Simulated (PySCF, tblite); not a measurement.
A database entry of computed molecular properties. Lists by class give the value and the number of equivalent atoms.

```json
{
 "formula": "C8H9F3",
 "smiles": "C=CC(C=C)/C=C\\C(F)(F)F",
 "charge": 0,
 "multiplicity": 1,
 "geometry_level": "GFN2-xTB",
 "atoms_angstrom": [
  ["C", -1.229, 2.396, 0.135],
  ["C", -1.281, 1.237, -0.49],
  ["C", -0.493, 0.023, -0.064],
  ["C", -1.437, -1.125, 0.186],
  ["C", -1.563, -1.727, 1.352],
  ["C", 0.438, -0.353, -1.174],
  ["C", 1.758, -0.444, -1.099],
  ["C", 2.542, -0.178, 0.146],
  ["F", 2.214, -0.994, 1.168],
  ["F", 2.389, 1.076, 0.618],
  ["F", 3.857, -0.342, -0.056],
  ["H", -0.6, 2.548, 0.997],
  ["H", -1.81, 3.243, -0.189],
  ["H", -1.912, 1.098, -1.358],
  ["H", 0.054, 0.25, 0.852],
  ["H", -2.026, -1.433, -0.668],
  ["H", -0.98, -1.434, 2.209],
  ["H", -2.254, -2.54, 1.499],
  ["H", -0.039, -0.57, -2.121],
  ["H", 2.368, -0.722, -1.944]
 ],
 "electronic_structure_code": "PySCF",
 "results": {
  "GFN2-xTB geometry": {
   "rotational_constants_GHz": [1.582, 0.721, 0.612]
  },
  "PBE0/pcSseg-1 ground state and GIAO shieldings, non-relativistic": {
   "dipole_D": 2.58,
   "homo_eV": -7.63,
   "lumo_eV": -0.92,
   "shift_vs_computed_TMS_C_by_class_ppm": [
    [154.2, 1],
    [145.6, 2],
    [132.8, 1],
    [125.0, 1],
    [123.0, 2],
    [59.1, 1]
   ],
   "shift_vs_computed_TMS_H_by_class_ppm": [
    [6.28, 1],
    [5.93, 2],
    [5.79, 1],
    [5.59, 2],
    [5.38, 2],
    [4.05, 1]
   ],
   "shielding_other_nuclei_by_class_ppm": [
    ["F", 241.7, 3]
   ],
   "charges_hirshfeld_e_by_atom": [-0.1, -0.04, -0.03, -0.04, -0.1, -0.01, -0.09, 0.26, -0.1, -0.1, -0.1, 0.05, 0.05, 0.04, 0.04, 0.04, 0.05, 0.05, 0.06, 0.05]
  },
  "GFN2-xTB harmonic vibrations, gas phase": {
   "strongest_ir_bands_cm-1_km_per_mol_modes": [
    [1027.7, 130.4, 1],
    [1033.0, 345.1, 1],
    [1088.2, 169.4, 1],
    [1171.0, 159.0, 1],
    [1699.2, 67.0, 1],
    [3066.1, 62.1, 1]
   ],
   "zpe_kcal_per_mol": 92.2
  }
 }
}
```

With B = h/(8π²I), that is 505.379 GHz u Å² over I, the principal moments of inertia are 319.5, 701.0 and 826.4 u Å² (most abundant isotopes); the inertial defect Ic − Ia − Ib is -194.1 u Å² (zero for a rigid planar frame, negative otherwise). The zero-point energy, half the sum of the 54 harmonic wavenumbers, equals 32240 cm⁻¹ or 386 kJ/mol. The rotational constants make it an asymmetric top with κ = (2B − A − C)/(A − C) = -0.77, nearer the prolate limit (−1). In atomic units the dipole is 1.02 e·bohr (1 au = 2.5417 D).

 NMR classes are plain means over equivalent atoms (diastereotopic ones count apart unless rotation or inversion swaps them), as if these changed places fast; in this geometry the members of some classes differ.

Conformer computed: `[CH2:1]=[CH:2][CH:3]([CH:4]=[CH2:5])/[CH:6]=[CH:7]\[C:8]([F:9])([F:10])[F:11]`: C1–C2–C3–C4 123°, C2–C3–C4–C5 -119°, C2–C3–C6–C7 122°, C6–C7–C8–F9 60°.

One conformer stands for the species.
